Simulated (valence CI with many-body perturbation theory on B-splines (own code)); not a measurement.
# Ladder of approximations for Hg⁴⁹⁺

Computed by configuration interaction combined with many-body perturbation theory (CI+MBPT): three valence electrons over a frozen Dirac-Fock core [Ar] 3d10, radial functions for each j: 11 s, 11 p, 9 d, 7 f, 5 g, 2 h, 1 i, with the one-electron correlation potential Σ1 (screened to all orders), the two-electron term Σ2, the three-electron term Σ3, Breit, model QED; selected single and double excitations, second order for the rest (own B-spline code, finite nucleus).

No measured spectrum was set against this ion. As an estimate, large intervals hold to a few tenths of a per cent, small ones and those within an open d or f shell to about a per cent.

Each rung adds one term. CI alone is the Dirac-Coulomb CI over the frozen core; QED comes last and gives the full result, which names the levels. Energies are above (4s^2 4p1/2) J=1/2 on the same rung, in × 10³ cm⁻¹.

Levels are named by their leading jj configuration (3d3/2^4 stands for four electrons in 3d with j = 3/2), which in mixed levels can hold well under half, so a name can repeat and another be missing. Letters in brackets count levels of one name in rising energy.

```tsv
Level	CI alone
(4s 4p1/2^2) J=1/2	911.73
(4s^2 4p3/2) J=3/2	1209.8
(4s 4p1/2 4p3/2) J=3/2 [a]	1994.7
(4s 4p1/2 4p3/2) J=5/2	2074.9
(4s 4p1/2 4p3/2) J=3/2 [b]	2185.9
(4s 4p1/2 4p3/2) J=1/2	2208.3
(4s^2 4d3/2) J=3/2	2700.2
(4s^2 4d5/2) J=5/2	2933.2
(4p1/2^2 4p3/2) J=3/2	3097.6
(4s 4p3/2^2) J=5/2	3269.7
(4s 4p3/2^2) J=1/2	3413.3
(4s 4p1/2 4d3/2) J=3/2 [a]	3409.1
(4s 4p3/2^2) J=3/2	3448.8
(4s 4p1/2 4d3/2) J=5/2	3479.8
(4s 4p1/2 4d3/2) J=1/2	3603.6
(4s 4p1/2 4d3/2) J=3/2 [b]	3617.8
```

(1) What do these energies become with core correlation, Breit and QED?

(2) How does the ionisation energy move along the ladder, and which term matters most?

## Answers

(1) (4s 4p1/2^2) J=1/2 908.29 (-3.44); (4s^2 4p3/2) J=3/2 1201.3 (-8.52); (4s 4p1/2 4p3/2) J=3/2 [a] 1986.6 (-8.07); (4s 4p1/2 4p3/2) J=5/2 2063.7 (-11.21); (4s 4p1/2 4p3/2) J=3/2 [b] 2170.8 (-15.16); (4s 4p1/2 4p3/2) J=1/2 2190.1 (-18.25); (4s^2 4d3/2) J=3/2 2675.8 (-24.38); (4s^2 4d5/2) J=5/2 2908.0 (-25.14); (4p1/2^2 4p3/2) J=3/2 3077.3 (-20.27); (4s 4p3/2^2) J=5/2 3248.8 (-20.92); (4s 4p3/2^2) J=1/2 3390.1 (-23.21); (4s 4p1/2 4d3/2) J=3/2 [a] 3390.8 (-18.29); (4s 4p3/2^2) J=3/2 3420.7 (-28.08); (4s 4p1/2 4d3/2) J=5/2 3459.0 (-20.83); (4s 4p1/2 4d3/2) J=1/2 3576.4 (-27.19); (4s 4p1/2 4d3/2) J=3/2 [b] 3590.5 (-27.28).

(2) CI alone 2818.2, + Σ1 2820.2, + Σ2 2820.2, + Σ3 2820.2, + Breit 2816.3, + QED 2816.3 eV. The largest step is Breit, -3.9 eV. NIST lists 2815 ± 4 eV (theoretical).
